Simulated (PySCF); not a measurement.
A GIAO shielding run with PySCF (density fitting, non-relativistic, gas phase) on `C=C1[SiH2]O[SiH2]C=C[C@H]1O`, C$_{5}$H$_{10}$O$_{2}$Si$_{2}$:

```
$ OMP_NUM_THREADS=1 python probes_run.py task.json out

{"job": {"kind": "nmr", "xc": "PBE0", "basis": "pcSseg-1"}, "charge": 0, "multiplicity": 1}
C      2.218720    -0.435332     0.983466
C      1.080163    -0.506579     0.305912
Si    -0.214892    -1.854946     0.580522
O     -1.621444    -1.331641    -0.034975
Si    -2.479749     0.016097    -0.376183
C     -1.428089     1.517610     0.049528
C     -0.114460     1.598246    -0.123606
C      0.751745     0.538067    -0.747291
O      1.890645     1.187112    -1.273867
H      2.470417    -1.162780     1.736502
H      2.939717     0.352502     0.820456
H      0.083735    -3.058301    -0.196925
H     -0.399501    -2.101478     2.008611
H     -2.783397    -0.095265    -1.803493
H     -3.660031    -0.048804     0.482600
H     -1.918103     2.365596     0.510761
H      0.454976     2.465982     0.186044
H      0.196240     0.045991    -1.562729
H      2.523506     0.517175    -1.552795
```

Hardware: 1 thread of an Arm Neoverse V1, shared host. The job also computes population analyses, field gradients, ring-centre shieldings.

Task: How large is the calculation?

Result: 84 electrons, 217 basis functions and 1171 auxiliary functions.

Task: How long does it take, and how much memory does it need?

Result: 51 s of wall time, with 14 SCF cycles and 5 response iterations; peak memory 1.1 GiB. Times on a shared host scatter by some tens of per cent.
